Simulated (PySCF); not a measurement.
**Excitation energy of Nb by level of theory**

Nb [Kr] 4d4 5s1 (6D) → Nb [Kr] 4d4 5p1 (high-spin determinant), as a difference of total energies. Computed with PySCF 2.14 in def2-TZVPPD with the def2 core potential (28 electrons), with scalar relativity through the core potential. Correlated levels: valence and next inner shell: nothing frozen outside the core potential. The calculations carry no spin-orbit coupling.

| method | excitation energy (eV) |
| --- | --- |
| UHF | 2.712 |
| MP2 (valence and next inner shell) | 3.131 |
| SCS-MP2 (valence and next inner shell) | 2.968 |
| CCSD (valence and next inner shell) | 3.030 |
| CCSD(T) (valence and next inner shell) | 3.026 |

**Question.** How much does correlation contribute at CCSD(T) (valence and next inner shell)?

**Answer.** 3.026 − (2.712) = 0.314 eV, measured against UHF.

The determinant of the upper state mixes LS terms, which raises its energy above the lowest term, most at the Hartree-Fock and MP2 levels.
